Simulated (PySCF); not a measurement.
The numbers are results of ωB97X-D3(BJ)/def2-TZVP // B3LYP-D3(BJ)/def2-TZVP (PySCF), not measurements. Isolated molecules, 0 K electronic values unless said otherwise. Excitations are Tamm–Dancoff values on a coarser integration grid. The basis has no diffuse functions, so Rydberg states are missing or too high.

Reference species (SMILES): `[NH2][Al]([NH2])[NH2]` (neutral, multiplicity 1).

| Quantity | Value |
|---|---|
| T1 excitation (TDA) | 5.75 eV |

Changed species: `[NH2][Al]([I])[I]` (2 of 3 NH2 replaced by I; the reference has 0 of 3 NH2 replaced by I).

Question: What does the change do to the T1 excitation (TDA)?

Answer: the T1 excitation (TDA) falls by 0.27 eV, to 5.48 eV.
